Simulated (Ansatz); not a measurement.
Mulliken charges of `C[CH2][InH][Cl]` from B3LYP/def2-TZVPP in Ansatz (PBE0-D4/def2-TZVP geometry).

| atom | x (Å) | y (Å) | z (Å) | charge (e) |
| --- | --- | --- | --- | --- |
| C1 | -1.293 | 0.195 | 0.253 | -0.237 |
| C2 | 0.082 | -0.142 | 0.808 | -0.370 |
| In3 | 1.632 | -0.188 | -0.677 | 0.697 |
| Cl4 | 0.748 | 0.293 | -2.814 | -0.435 |
| H5 | -2.045 | 0.204 | 1.048 | 0.086 |
| H6 | -1.309 | 1.175 | -0.228 | 0.089 |
| H7 | -1.616 | -0.527 | -0.500 | 0.089 |
| H8 | 0.396 | 0.580 | 1.568 | 0.098 |
| H9 | 0.088 | -1.119 | 1.299 | 0.098 |
| H10 | 3.317 | -0.472 | -0.758 | -0.115 |

Q: By hand: the dipole of these point charges (1 e Å = 4.8032 D).

A: Σ q r = (0.318, -0.175, 0.787) e Å, of length 0.867 e Å = 4.16 D.

Q: How does the dipole of the full density compare? (An estimate is asked.)

A: Ansatz gave: (0.066, -0.120, 0.712) e Å, 3.48 D; the point charges give 1.20 times that, at 17° from its direction.

Point charges leave out the atoms' own dipoles, such as those of lone pairs, and Mulliken's split depends on the basis, so the two needn't agree.

B3LYP here is the variant with VWN-RPA as its local correlation; programs differ in this.
